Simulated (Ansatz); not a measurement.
Stepwise reaction of `[Cl][AlH][Cl]` with methanol, as a gas-phase model of exchange steps in deposition or etching. ΔE in kJ/mol.

Isolated molecules relaxed with PBE0-D4/def2-TZVP in Ansatz; ΔE leaves out vibrations. CCSD(T)/CBS adds triple-zeta CCSD(T) − MP2 to the extrapolated MP2 energy (def2 sets, frozen cores). This one scheme is used for every species. DFT in def2-TZVPP. B3LYP here is the variant with VWN-RPA as its local correlation; programs differ in this. Each species was taken in one conformer, which may not be the lowest.

| step | reaction | PBE-D4 | B3LYP-D4 | ωB97M-V | CCSD(T)/CBS |
| --- | --- | --- | --- | --- | --- |
| 1 | `[Cl][AlH][Cl]` + CH₃OH → `C[O][AlH][Cl]` + HCl | 23.8 | 17.9 | 22.4 | 23.1 |

(1) Give the row of step 2, `C[O][AlH][Cl]` + CH₃OH → `C[O][AlH][O]C` + HCl. (Best estimate.)

(2) By hand: ΔE of the 2 steps together at CCSD(T)/CBS.

Answers

(1) The calculation gave: 
| step | reaction | PBE-D4 | B3LYP-D4 | ωB97M-V | CCSD(T)/CBS |
| --- | --- | --- | --- | --- | --- |
| 2 | `C[O][AlH][Cl]` + CH₃OH → `C[O][AlH][O]C` + HCl | 36.7 | 30.9 | 36.1 | 36.5 |

(2) (23.1) + (36.5) = 59.6 kJ/mol, or 29.8 kJ/mol a step.

In ΔE each step is higher than the one before. All are uphill at CCSD(T)/CBS. PBE-D4 differs from CCSD(T)/CBS by 0.2 to 0.7 kJ/mol a step. Isolated molecules leave out the surface, adducts and barriers. Largest T1 diagnostic: 0.012.
